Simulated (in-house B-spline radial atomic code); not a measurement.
**PBE hybrid excitations of As VI (As5+)**

Method: PBE hybrid with 0.6 exact exchange. Computed with a B-spline radial code for spherical atoms: linear response of the closed shell [Ar] 3d10 with the functional's adiabatic kernel; scalar-relativistic (spin-free one-electron X2C), finite nucleus, no spin-orbit coupling, no double excitations, S, P, D and F terms only. Only terms of natural parity with L up to 3 were computed.

Command:
```bash
python run_td.py task.json out
```
Settings (radii: box in bohr, nucleus in fm):
```
Z                        33
electrons                28
configuration            [Ar] 3d10
hamiltonian              x2c
method                   pbeh
box_radius               16.35
exact_exchange_fraction  0.6
rms_radius               4.0968
intervals                71
```

Cost of the run: 0.9 s on 1 thread of Intel(R) Xeon(R) 6975P-C (Granite Rapids), on a shared host.

The lowest states, in the order of their Tamm-Dancoff energies; the method's threshold (minus the highest occupied level) is 117.69 eV. Labels give the largest channel, * marks a mixed state, and oscillator strengths are full-response dipole values. Semilocal kernels can invert the small singlet-triplet splittings of Rydberg terms. Energies in eV:

```json
{"state": "3d → 4s 3D", "full response": "40.99", "Tamm-Dancoff": "41.02", "oscillator strength": "-"}
{"state": "3d → 4s 1D", "full response": "41.80", "Tamm-Dancoff": "41.81", "oscillator strength": "-"}
{"state": "3d → 4p 3P", "full response": "54.06", "Tamm-Dancoff": "54.10", "oscillator strength": "-"}
{"state": "3d → 4p 3F", "full response": "54.57", "Tamm-Dancoff": "54.59", "oscillator strength": "-"}
{"state": "3d → 4p 1F", "full response": "55.11", "Tamm-Dancoff": "55.11", "oscillator strength": "-"}
{"state": "3d → 4p 1P", "full response": "56.04", "Tamm-Dancoff": "56.11", "oscillator strength": "0.58"}
{"state": "3d → 4d 3S", "full response": "73.22", "Tamm-Dancoff": "73.30", "oscillator strength": "-"}
{"state": "3d → 4d 3D", "full response": "74.54", "Tamm-Dancoff": "74.56", "oscillator strength": "-"}
{"state": "3d → 4d 1D", "full response": "75.24", "Tamm-Dancoff": "75.25", "oscillator strength": "-"}
{"state": "3d → 4d 1S", "full response": "79.69", "Tamm-Dancoff": "80.32", "oscillator strength": "-"}
{"state": "3d → 5s 3D", "full response": "80.81", "Tamm-Dancoff": "80.82", "oscillator strength": "-"}
{"state": "3d → 5s 1D", "full response": "?", "Tamm-Dancoff": "?", "oscillator strength": "-"}
{"state": "3d → 5p 3P", "full response": "85.59", "Tamm-Dancoff": "85.60", "oscillator strength": "-"}
{"state": "3d → 5p 3F", "full response": "85.75", "Tamm-Dancoff": "85.76", "oscillator strength": "-"}
{"state": "3d → 5p 1F", "full response": "85.92", "Tamm-Dancoff": "85.92", "oscillator strength": "-"}
{"state": "3d → 5p 1P", "full response": "?", "Tamm-Dancoff": "?", "oscillator strength": "?"}
```

Task: Where does 3d → 5s 1D lie?

Result: At 81.02 eV in full response, 81.02 eV in Tamm-Dancoff.

Task: Where does 3d → 5p 1P lie?

Result: At 86.14 eV in full response, 86.16 eV in Tamm-Dancoff, oscillator strength 0.0576.

Task: How large is the singlet-triplet splitting of 3d → 4s (D terms) in Tamm-Dancoff?

Result: 0.788 eV, from the unrounded values.

Task: What polarisabilities and dispersion coefficient does the method give?

Result: Dipole 0.525 bohr³, quadrupole 0.5908 bohr⁵, C6 0.867 hartree·bohr⁶ for two such species.
